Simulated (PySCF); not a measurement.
# `C=C[O][GeH]([CH3])[CH3]`, C$_{4}$H$_{10}$GeO

Cartesian coordinates in Å; atom numbers follow the order of the lines, from 1:
```xyz
16

C     2.5806   -0.0652    0.5523
C     1.9536    0.8736   -0.1686
O     0.6398    1.1086   -0.2554
Ge   -0.6469    0.0883    0.5197
C    -2.2540    1.0949    0.1296
C    -0.6207   -1.6618   -0.3235
H     2.0475   -0.7749    1.1908
H     3.6690   -0.1284    0.5231
H     2.5312    1.5744   -0.7863
H    -0.3416    0.0193    2.0319
H    -2.3441    1.2382   -0.9568
H    -2.2150    2.0812    0.6125
H    -3.1437    0.5583    0.4906
H    -1.4819   -2.2579    0.0135
H    -0.6815   -1.5407   -1.4149
H     0.3036   -2.2042   -0.0829
```

Computed with GIAO KT3/pcSseg-1 magnetisability, rotational g tensor and spin-rotation constants, non-relativistic, gas phase (PySCF). Geometry: PBE0-D3(BJ)/def2-SVP.

The calculation is non-relativistic, which matters for the atoms heavier than Zn.

Q: Give the nuclear spin-rotation constants along the inertial axes (H = +C I·J) beside the isotropic shieldings.

A: Rotational constants 4.2023, 1.6799, 1.3717 GHz. A star marks the isotopologue with that one atom substituted, in its own axes.
| atom | isotope | Caa (kHz) | Cbb (kHz) | Ccc (kHz) | mean (kHz) | σ (ppm) |
| --- | --- | --- | --- | --- | --- | --- |
| H7 | 1H | -0.148 | -0.076 | -0.082 | -0.102 | 27.5 |
| H8 | 1H | 0.326 | -0.177 | -0.155 | -0.002 | 27.6 |
| H9 | 1H | -0.103 | -0.039 | -0.057 | -0.067 | 24.7 |
| H10 | 1H | -0.314 | -0.137 | 0.061 | -0.130 | 25.9 |
| H11 | 1H | -0.447 | -0.183 | 0.016 | -0.205 | 30.8 |
| H12 | 1H | -0.443 | -0.012 | -0.123 | -0.193 | 30.7 |
| H13 | 1H | -0.060 | -0.152 | -0.149 | -0.120 | 31.2 |
| H14 | 1H | -0.137 | -0.119 | -0.151 | -0.136 | 31.3 |
| H15 | 1H | -0.497 | -0.175 | 0.020 | -0.217 | 31.0 |
| H16 | 1H | -0.129 | -0.101 | -0.139 | -0.123 | 30.1 |
| C1 | 13C* | 1.530 | 0.327 | 0.239 | 0.699 | 101.5 |
| C2 | 13C* | 1.930 | 0.510 | 0.378 | 0.939 | 33.5 |
| O3 | 17O* | -0.898 | -0.288 | -0.194 | -0.460 | 183.6 |
| Ge4 | 73Ge* | -1.282 | -0.504 | -0.463 | -0.749 | 1287.3 |
| C5 | 13C* | 0.513 | 0.191 | 0.168 | 0.290 | 183.6 |

For the geometry as given, no vibrational averaging.

Q: How do the rotational constants and the g tensor change when H7, H8, H9, H10, H11, H12, H13, H14, H15, H16 are replaced by deuterium?

A: Constants 3.3024, 1.4129, 1.1539 GHz; g -0.0179, -0.0054, -0.0048, against -0.0228, -0.0065, -0.0056 before.
